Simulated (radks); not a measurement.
Q: Species: Zr4+. Configuration: [Kr]. All-electron calculation, Dirac Kohn-Sham, LDA (Slater exchange, Perdew-Wang correlation), spin-unpolarised, spherical densities, point nucleus. Program: a radial shooting solver on a logarithmic mesh with Libxc functionals.

Spin-orbit splittings of the eigenvalues, e(l+1/2) - e(l-1/2), with zeta = 2 splitting/(2l+1) and mean radii in bohr:

| shell | occ. | splitting (eV) | zeta (eV) | <r> j=l-1/2 | <r> j=l+1/2 |
|---|---|---|---|---|---|
| 2p | 6 | 85.70 | 57.13 | 0.1387 | 0.1431 |
| 3p | 6 | 13.68 | 9.121 | 0.4553 | 0.4659 |
| 3d | 10 | 2.504 | 1.002 | 0.4502 | 0.4537 |
| 4p | 6 | ? | ? | 1.297 | 1.323 |

Estimate the 4p splitting.

A: 1.956 eV (zeta = 1.304 eV).
